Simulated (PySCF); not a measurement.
C2H5F, charge +1, multiplicity 2. Atoms are numbered in the order given.

```xyz
8

C     -0.1780     1.1981     0.0000
C      0.4278    -0.1139     0.0000
F     -0.3289    -1.1700     0.0000
H      0.5668     1.9924     0.0000
H     -0.8655     1.3057    -0.8627
H     -0.8655     1.3057     0.8627
H      1.3126    -0.2895     0.7383
H      1.3126    -0.2895    -0.7383
```
Charge +1, spin multiplicity 2.

Geometry optimised at PBE0-D3(BJ)/def2-TZVP. The spin state was assumed, not searched.

All values below come from PBE/def2-TZVPD (PySCF).

Mulliken values depend strongly on the basis, most of all with diffuse functions as here. ESP charges are fitted to the potential on shells at 1.4 to 2.0 van der Waals radii. Atomic charges (e):

| atom | Mulliken | ESP fit | Mulliken spin |
|---|---|---|---|
| C1 | -0.48 | -0.53 | 0.04 |
| C2 | 0.17 | 0.27 | 0.20 |
| F3 | -0.02 | 0.00 | 0.19 |
| H4 | 0.29 | 0.23 | -0.01 |
| H5 | 0.28 | 0.28 | 0.08 |
| H6 | 0.28 | 0.28 | 0.08 |
| H7 | 0.25 | 0.23 | 0.21 |
| H8 | 0.25 | 0.23 | 0.21 |
